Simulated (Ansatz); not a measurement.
Isolated molecules relaxed with PBE0-D4/def2-TZVP in Ansatz; ΔE leaves out vibrations. CCSD(T)/CBS is the MP2 limit (def2-TZVPP, def2-QZVPP) plus CCSD(T) − MP2 in def2-TZVPP, frozen cores. This one scheme is used for every species. Functionals use def2-TZVPP. B3LYP here is the variant with VWN-RPA as its local correlation; programs differ in this. For Se outer-core shells are correlated without core-valence functions, which leaves a few kJ/mol of doubt a bond. Scalar relativity is left out up to krypton. One conformer a species, not always the lowest.

`CC[Se][SiH2]C` + `C[SeH]` → `C[SiH2][Se][Se]C` + `CC`  (ligand exchange at the Se–C bond)

`CC[Se][SiH2]C`:

Z-matrix (Å, degrees):
```
C
C 1 1.512
H 1 1.092 2 111.5
H 1 1.092 2 111.1 3 -120.2
H 1 1.095 2 110.2 3 119.8
Se 2 1.969 1 113.8 3 62.8
H 2 1.091 1 111.5 3 180.0
H 2 1.091 1 112.1 3 -59.3
Si 6 2.273 2 97.8 1 -74.5
C 9 1.866 6 108.0 2 -170.2
H 9 1.491 6 108.3 2 -49.1
H 9 1.490 6 111.5 2 68.6
H 10 1.092 9 110.7 6 -60.0
H 10 1.093 9 110.2 6 -179.6
H 10 1.092 9 110.8 6 60.3
```

`C[SeH]`:

Z-matrix (Å, degrees):
```
C
Se 1 1.949
H 1 1.088 2 110.6
H 1 1.087 2 110.6 3 -123.3
H 1 1.089 2 106.0 3 118.4
H 2 1.468 1 95.4 3 61.7
```

`C[SiH2][Se][Se]C`:

Cartesian coordinates in Å:
```
C 1.373 -0.805 1.765
Si 0.882 0.766 0.896
Se -1.387 1.055 0.853
Se -1.791 -0.812 -0.491
C -1.596 0.012 -2.243
H 2.459 -0.931 1.739
H 1.049 -0.786 2.807
H 0.914 -1.664 1.272
H 1.383 0.775 -0.505
H 1.409 1.966 1.604
H -2.342 0.794 -2.370
H -0.591 0.413 -2.356
H -1.762 -0.783 -2.972
```

`CC`:

Z-matrix (Å, degrees):
```
C
C 1 1.519
H 1 1.093 2 111.4
H 1 1.093 2 111.4 3 120.0
H 1 1.093 2 111.4 3 -120.0
H 2 1.093 1 111.4 3 180.0
H 2 1.093 1 111.4 3 -60.0
H 2 1.093 1 111.4 3 60.0
```

Is it downhill or uphill in electronic energy at CCSD(T)/CBS, and by how much? (Estimate.)

Computed: Downhill: ΔE = -65.7 kJ/mol.

What do these levels give: PBE-D4, r2SCAN-D4, B3LYP-D4, ωB97M-V, B2PLYP, r2SCAN, HF/def2-TZVPP, SCS-MP2/def2-TZVPP, SCS-MP2/def2-QZVPP, HF/CBS(def2), MP2/CBS(def2), CCSD/CBS(def2)? (Estimate.)

Computed: PBE-D4 -73.8, r2SCAN-D4 -70.0, B3LYP-D4 -73.9, ωB97M-V -66.5, B2PLYP -67.6, r2SCAN -69.5, HF/def2-TZVPP -63.6, SCS-MP2/def2-TZVPP -61.3, SCS-MP2/def2-QZVPP -64.4, HF/CBS(def2) -64.1, MP2/CBS(def2) -68.3, CCSD/CBS(def2) -64.7 kJ/mol.

Largest T1 diagnostic among the species: 0.010.

The D4 term adds −3.6 kJ/mol with B3LYP and −2.1 kJ/mol with PBE0; it sums over pairs of atoms, weighted by their polarisabilities, and B3LYP, whose exchange is more repulsive, gets the larger term.
